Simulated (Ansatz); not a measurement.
The first iterations of a band of ClH + GeH4 (7 atoms, charge 0, multiplicity 1).

Computed with RKS PBE0-D4/def2-SVP (Ansatz 0.2.0).

| Quantity | Value |
| --- | --- |
| movable images | 7 |
| climbing image | yes |
| spring | 2.0 to 10.0 eV/Å², energy-weighted |
| optimiser | quadratic models (default) |
| start path | through a guess of the saddle point |
| force threshold | 0.05 eV/Å |
| iteration limit | 60 |
| end points | relaxed |

Initial state:

```xyz
7
Properties=species:S:1:pos:R:3
Ge 0.345 0.000 -0.141
H 0.373 0.000 1.399
H 1.795 0.000 -0.654
H -0.379 1.260 -0.637
H -0.379 -1.260 -0.637
Cl -3.057 0.000 1.467
H -2.069 0.000 2.290
```

Final state:

```xyz
7
Properties=species:S:1:pos:R:3
Ge -0.401 0.000 -0.733
H -0.068 0.000 3.420
H 0.776 0.000 0.251
H -0.420 1.269 -1.595
H -0.420 -1.269 -1.595
Cl -2.218 0.000 0.450
H -0.618 0.000 2.892
```

| iteration | highest image above the first end (eV) | largest band force component (eV/Å) |
| --- | --- | --- |
| 1 | 2.811 | 5.686 |
| 2 | 2.180 | 2.226 |

**Question.** Does the band converge within its limit, and where does its top end?

**Answer.** It converged. It ended after 8 iterations with the highest image 1.744 eV above the first end. Another band between the same ends (7 images) ends at a top of the same energy, where a vibrational analysis finds 2 clearly imaginary modes. The orbitals stay closed-shell, which can raise the energy where a bond breaks towards radicals; this wasn't checked here.

The run took 61 s on 1 thread of AMD EPYC 9R45 96-Core Processor (Zen 5), with other jobs on the host, peak memory 0.19 GiB.
